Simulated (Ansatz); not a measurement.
A barrier at the coupled-cluster level

Start structure (SiNH₇F₂, closed shell), relaxed at PBE0-D4/def2-TZVP:

Si1  (-0.389, -1.226, 0.514)
H2  (1.056, -0.909, 0.876)
H3  (-0.286, -2.066, -0.701)
H4  (-0.893, -1.983, 1.684)
N5  (-1.373, 0.130, 0.236)
H6  (0.933, 1.607, -1.303)
F7  (0.169, 1.743, -1.828)
H8  (1.718, 0.299, 0.268)
F9  (2.069, 1.049, -0.185)
H10  (-1.788, 0.631, 1.004)
H11  (-1.216, 0.726, -0.565)
(Å)

The step: SiNH₅ ([NH2][SiH3]) + HF + HF → SiNH₄F ([NH2][SiH2][F]) + HF + H₂; bonds formed: Si1–F7, H2–H8, H6–F9; bonds broken: Si1–H2, H6–F7, H8–F9. Computed with Ansatz 0.2.0 (basis: def2-TZVPP and def2-QZVPP); correlated methods freeze the cores. Extrapolation: Hartree–Fock as exp(−7.88 √X), correlation as X^−2.97. Energies below are by CCSD(T) at an estimated basis limit (MP2 extrapolated from triple and quadruple zeta, plus CCSD(T) − MP2 in triple zeta).

Q: What are the electronic barrier and the energy of the step, from the start structure to the end structure? (To be estimated.)

A: Computed: Barrier 1.232 eV; step energy -1.263 eV (downhill); reverse barrier, their difference, 2.495 eV. Barrier and step energy count from the start structure, the reverse barrier from the end structure.

The saddle point: One imaginary mode of 1048i cm⁻¹.
| pair | start (Å) | saddle (Å) | end (Å) |
| --- | --- | --- | --- |
| Si1–F7 | 3.82 | 1.96 | 1.63 |
| H2–H8 | 1.51 | 0.94 | 0.75 |
| H6–F9 | 1.69 | 1.13 | 0.93 |
| Si1–H2 | 1.52 | 1.67 | 4.12 |
| H6–F7 | 0.94 | 1.14 | 1.75 |
| H8–F9 | 0.94 | 1.23 | 2.53 |

Zero-point energy (harmonic, PBE0-D4): ZPE is 2.051 eV at the start and 1.985 eV at the saddle, so the barrier goes from 1.232 to 1.166 eV.

No T1 diagnostic of these runs exceeds 0.012.

Labels in which every atom is bracketed show which atoms are joined, not bond orders.

For scale, one of the runs: CCSD(T)/def2-TZVPP, 233 basis functions, launched by `ansatz run in.yaml --threads 4 --pin off --events-out ev --progress --plain --max-ram 9574MiB`. Hardware: 4 CPU threads of an Intel Xeon, shared host. Wall time 2.3 min; peak host memory 4.3 GiB.
